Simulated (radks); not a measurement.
Values are calculated unless marked as measured or tabulated.
Initial-state core-level shifts of neutral titanium when its valence configuration changes from [Ar] 3d2 4s2. Level of theory: non-relativistic Kohn-Sham, PBEsol, spin-polarised, spherical densities, point nucleus; open shells are filled with parallel spins first (a radial shooting solver on a logarithmic mesh with Libxc functionals). Shifts are changes of the shell-averaged eigenvalues in eV (positive: less bound); the change of the density at the nucleus, which sets a Mossbauer isomer shift, is in e/bohr^3, on a base of 7126.

| valence | 1s | 2s | 3s | 3p | density at nucleus |
|---|---|---|---|---|---|
| 3d1 4s2 4p1 | -6.733 | -7.652 | -6.493 | -6.245 | +2.9616 |
| 3d3 4s1 | +3.751 | +4.305 | +3.853 | +3.707 | -3.4930 |
| 3d2 4s1.5 4p0.5 | -0.613 | -0.612 | -0.603 | -0.597 | -1.1133 |
| 3d2 4s1 4p1 | -1.064 | -1.070 | -1.055 | -1.042 | -2.3252 |
| 3d2 4p2 | -2.266 | -2.216 | -2.250 | -2.233 | -5.4361 |
| 3d1.5 4s1.5 4p1 | -3.730 | -4.148 | -3.657 | -3.536 | +0.0156 |
| 3d1 4p3 | -8.711 | -9.634 | -8.451 | -8.176 | -4.0989 |
| 4s2 4p2 | -14.638 | -16.793 | -13.659 | -13.112 | +6.7248 |
| 4s1 4p3 | -15.252 | -17.438 | -14.301 | -13.741 | +2.3362 |
